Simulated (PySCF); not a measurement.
Low-lying terms of Nd⁵⁸⁺ (neodymium, charge +58)

Ground state 1s2, ¹S. Computed with PySCF 2.14 in an uncontracted even-tempered set (18 s from 8.96 bohr⁻², ratio 2.5; 9 p from 10.7 bohr⁻², ratio 2.7; 7 d from 12 bohr⁻², ratio 2.7; 3 f from 960 bohr⁻², ratio 2.7), with the spin-free X2C one-electron Hamiltonian (Gaussian nucleus). Vertical excitation energies in eV without spin-orbit coupling; excited terms of each kind are numbered among those the solver found. Frozen: nothing.

```
 term  leading excitation  EOM-EE-CCSD
 1 3S              1s → s      37711.0
 1 1S              1s → s      37804.6
1 3P°              1s → p      38224.6
1 1P°              1s → p      38279.4
 2 3S              1s → s      44875.3
 2 1S              1s → s      44899.8
2 3P°              1s → p      45027.0
2 1P°              1s → p      45042.1
 1 3D              1s → d      45129.6
 1 1D              1s → d      45130.2
 2 3D              1s → d      47459.2
 2 1D              1s → d      47459.6
```

The spin-orbit splitting of the hole, absent here, rivals or exceeds the spacing of these terms, so the LS terms are model states.

Only the lower part of the computed list is shown. Doubly excited terms such as np² are absent. The solver can miss terms. The 7 highest virtual orbitals were dropped.
